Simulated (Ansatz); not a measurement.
`ClB1[SiH2]C1Br`, charge 0, multiplicity 1.

**Question.** Give a relaxed structure at PBE0-D4/def2-TZVP (the Gaussian-basis code of Ansatz). (Best estimate.)

**Answer.** Ansatz gave: 
Cartesian coordinates in Å:
```
Cl -2.337 1.452 -0.185
B -0.989 0.406 -0.393
Si 0.938 0.422 -0.605
C -0.341 -0.668 0.429
Br -0.694 -1.055 2.269
H 1.775 -0.503 -1.400
H 1.725 1.531 -0.013
H -0.078 -1.587 -0.101
```
